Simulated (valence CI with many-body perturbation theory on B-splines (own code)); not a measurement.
**E1 transitions of Sb¹⁸⁺**

Computed by configuration interaction combined with many-body perturbation theory (CI+MBPT): five valence electrons over a frozen Dirac-Fock core [Ar] 3d10, a basis of 11 s, 11 p, 10 d, 8 f, 5 g, 2 h functions for each j, with the one-electron correlation potential Σ1 (screened to all orders), the two-electron term Σ2, the three-electron term Σ3, Breit, model QED; selected single and double excitations, second order for the rest, scaled by the run's own slope (own B-spline code, finite nucleus).

No measured spectrum was set against this ion. As an estimate, levels hold to about 250 cm⁻¹ or 0.2 % of their energy and the worst to 1 %, as in measured heavy ions of charge 2 to 7; those with d or f electrons hold less well. Among the levels kept, up to 2100 cm⁻¹ of a level comes from second order outside the variational space, and about a tenth of that is noise between levels of different J, which matters for small intervals.

Lines 201 to 250 of 559 in falling wavelength, among levels below 1516500 cm⁻¹, chosen from the strongest by gf and those to the six lowest levels. Wavelengths and rates use the calculated energies, so an error of 1000 cm⁻¹ moves a line at 15.42 nm by 0.15 % and its rate by three times that or more. Electric multipoles are in the length gauge, E1 and E2 with the static RPA response of the core. Weak lines are less certain than strong ones. Lines between different terms over intervals too small for the method are left out, as are lines whose strength nearly cancels. Where a level lies close to another of its J and parity, the split of strength between their lines is uncertain. The highest levels of a list are the least certain.

Names give the largest LS component (configuration and term), which can be under half, so a name can repeat, a term be missing and a line seem to break the LS rules; names also repeat where a configuration has a term twice. Letters in brackets count levels of one name in rising energy.

```
λ vac (nm)                  Upper                Lower   A (s⁻¹)  S (a.u.)
     15.42    4s4p³4d ⁴D°_7/2 [a]         4s4p⁴ ⁴P_5/2  5.72e+09  8.28e-02
     15.40   4s²4p4d² ⁴D°_7/2 [b]  4s²4p²4d ²D_5/2 [b]  8.26e+09  1.19e-01
     15.39       4s²4p4d² ⁴G°_9/2  4s²4p²4d ²F_7/2 [a]  7.55e+09  1.36e-01
     15.37       4s²4p²4f ⁴G°_9/2      4s²4p²4d ²G_7/2  7.30e+09  1.31e-01
     15.36    4s4p³4d ⁴P°_1/2 [c]         4s4p⁴ ²P_3/2  2.98e+10  1.07e-01
     15.36       4s²4p4d² ²S°_1/2  4s²4p²4d ²P_1/2 [b]  2.90e+10  1.04e-01
     15.34       4s²4p²4f ⁴F°_5/2  4s²4p²4d ²D_3/2 [b]  9.25e+09  9.89e-02
     15.32    4s4p³4d ⁴D°_3/2 [b]         4s4p⁴ ⁴P_1/2  2.79e+10  1.98e-01
     15.28        4s4p³4d ⁴S°_3/2         4s4p⁴ ²D_5/2  6.75e+10  4.75e-01
     15.26        4s4p³4d ⁴G°_5/2         4s4p⁴ ⁴P_5/2  5.51e+08  5.80e-03
     15.26    4s²4p²4d ²P_3/2 [a]       4s²4p³ ²D°_3/2  5.44e+10  3.82e-01
     15.26        4s²4p²4d ²G_7/2       4s²4p³ ²D°_5/2  2.62e+10  3.67e-01
     15.25   4s²4p²4f ²G°_7/2 [a]      4s²4p²4d ²G_7/2  1.51e+10  2.12e-01
     15.25       4s²4p4d² ⁴G°_9/2      4s²4p²4d ⁴F_7/2  6.03e+09  1.05e-01
     15.24    4s4p³4d ⁴D°_3/2 [a]         4s4p⁴ ⁴P_5/2  2.57e+09  1.80e-02
     15.23    4s4p³4d ⁴D°_5/2 [c]         4s4p⁴ ²D_5/2  8.62e+09  9.02e-02
     15.23   4s²4p4d² ⁴D°_7/2 [a]      4s²4p²4d ²G_9/2  4.35e+10  6.06e-01
     15.21   4s²4p4d² ²F°_7/2 [a]      4s²4p²4d ⁴F_9/2  2.28e+10  3.17e-01
     15.21    4s²4p²4d ²D_3/2 [a]       4s²4p³ ²P°_1/2  2.89e+10  2.01e-01
     15.20   4s²4p4d² ⁴D°_5/2 [d]  4s²4p²4d ²D_5/2 [b]  1.10e+10  1.15e-01
     15.18    4s4p³4d ²F°_7/2 [d]      4s²4p²4d ⁴F_7/2  1.84e+10  2.54e-01
     15.16   4s²4p4d² ²F°_7/2 [b]  4s²4p²4d ²F_7/2 [b]  7.94e+09  1.09e-01
     15.15    4s²4p²4d ²D_5/2 [c]       4s²4p³ ²P°_3/2  3.47e+08  3.57e-03
     15.14        4s²4p²4d ⁴P_5/2       4s²4p³ ²D°_5/2  3.42e+10  3.52e-01
     15.12    4s4p³4d ²D°_5/2 [a]         4s4p⁴ ⁴P_3/2  4.49e+10  4.60e-01
     15.10       4s²4p4d² ⁴F°_5/2      4s²4p²4d ⁴P_3/2  1.31e+10  1.34e-01
     15.10       4s²4p4d² ²D°_3/2  4s²4p²4d ²P_3/2 [a]  4.17e+10  2.83e-01
     15.09   4s²4p4d² ⁴G°_5/2 [b]      4s²4p²4d ²F_5/2  2.75e+10  2.79e-01
     15.07    4s4p³4d ⁴P°_3/2 [b]         4s4p⁴ ²D_3/2  2.03e+10  1.37e-01
     15.07   4s²4p4d² ⁴S°_3/2 [a]  4s²4p²4d ²D_5/2 [b]  1.66e+10  1.12e-01
     15.06       4s²4p²4f ⁴D°_3/2      4s²4p²4d ⁴P_3/2  1.42e+10  9.56e-02
     15.06    4s4p³4d ⁴F°_5/2 [a]         4s4p⁴ ⁴P_5/2  4.98e+09  5.04e-02
     15.06    4s4p³4d ⁴P°_3/2 [a]         4s4p⁴ ⁴P_3/2  2.06e+10  1.39e-01
     15.06    4s4p³4d ²D°_5/2 [d]  4s²4p²4d ²F_7/2 [a]  9.00e+09  9.09e-02
     15.05       4s²4p4d² ⁴D°_3/2      4s²4p²4d ⁴D_3/2  2.58e+10  1.73e-01
     15.03   4s²4p4d² ⁴D°_5/2 [a]      4s²4p²4d ⁴D_5/2  2.46e+10  2.47e-01
     15.02       4s²4p²4f ²P°_3/2  4s²4p²4d ²P_1/2 [b]  2.39e+10  1.60e-01
     15.00   4s²4p4d² ⁴S°_3/2 [b]  4s²4p²4d ²D_5/2 [b]  1.26e+10  8.37e-02
     15.00        4s²4p²4d ⁴P_3/2       4s²4p³ ²D°_5/2  3.13e+10  2.09e-01
     14.99   4s²4p²4f ²G°_9/2 [a]      4s²4p²4d ²G_7/2  7.29e+09  1.21e-01
     14.98       4s²4p4d² ²P°_3/2  4s²4p²4d ²P_1/2 [a]  2.38e+10  1.58e-01
     14.97   4s²4p4d² ⁴D°_7/2 [a]  4s²4p²4d ²F_7/2 [b]  1.09e+10  1.44e-01
     14.96       4s²4p4d² ⁴F°_5/2      4s²4p²4d ⁴P_5/2  1.29e+10  1.28e-01
     14.95        4s4p³4d ⁴G°_7/2         4s4p⁴ ⁴P_5/2  4.45e+08  5.87e-03
     14.93       4s²4p4d² ²G°_7/2      4s²4p²4d ²G_9/2  8.01e+09  1.05e-01
     14.92      4s²4p²4f ⁴G°_11/2      4s²4p²4d ²G_9/2  5.36e+09  1.05e-01
     14.91       4s²4p4d² ⁴F°_7/2      4s²4p²4d ⁴P_5/2  2.99e+10  3.92e-01
     14.90  4s²4p4d² ⁴G°_11/2 [a]      4s²4p²4d ⁴F_9/2  4.61e+09  9.03e-02
     14.90       4s²4p4d² ²G°_7/2  4s²4p²4d ²D_5/2 [a]  1.80e+10  2.35e-01
     14.88   4s²4p²4f ²F°_5/2 [b]  4s²4p²4d ²D_3/2 [a]  1.89e+10  1.85e-01
```
